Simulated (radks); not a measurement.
The numbers below are computed, except where a source is named.
Polarisability of the caesium ion Cs+, [Xe], at imaginary frequency. Level of theory: scalar-relativistic Kohn-Sham, LB94 model potential, spin-polarised, spherical densities, finite nucleus; Fermi nuclear charge, rms radius 4.8041 fm (a radial shooting solver on a logarithmic mesh with Libxc functionals). Response by self-consistent Sternheimer equations with the Hartree and adiabatic LDA kernel, the relativistic mass of each level held fixed and spin-orbit coupling left out.

| w (hartree) | alpha1(iw) (bohr^3) | alpha2(iw) (bohr^5) |
|---|---|---|
| 0.00266 | 15.98 | 87.45 |
| 0.0143 | 15.97 | 87.42 |
| 0.0360 | 15.93 | 87.26 |
| 0.0697 | 15.81 | 86.75 |
| 0.118 | 15.49 | 85.48 |
| 0.186 | 14.82 | 82.76 |
| 0.280 | 13.59 | 77.57 |
| 0.413 | 11.65 | 68.81 |
| 0.605 | 9.057 | 56.05 |
| 0.892 | 6.258 | 40.53 |
| 1.35 | 3.821 | 25.20 |
| 2.12 | 2.077 | 13.07 |
| 3.59 | 0.9899 | 5.446 |
| 6.94 | 0.3651 | 1.688 |
| 17.5 | 0.07972 | 0.3000 |

Static values: alpha1 = 15.98 bohr^3 (2.368 angstrom^3; uncoupled 26.96), alpha2 = 87.45 bohr^5, alpha3 = 956.6 bohr^7. C6 = 138.2, C8 = 4052, triple-dipole C9 = 1592 atomic units. One-pole (London) frequency 4 C6 / (3 alpha1^2) = 0.721 hartree, against 0.884 for minus the highest occupied eigenvalue.
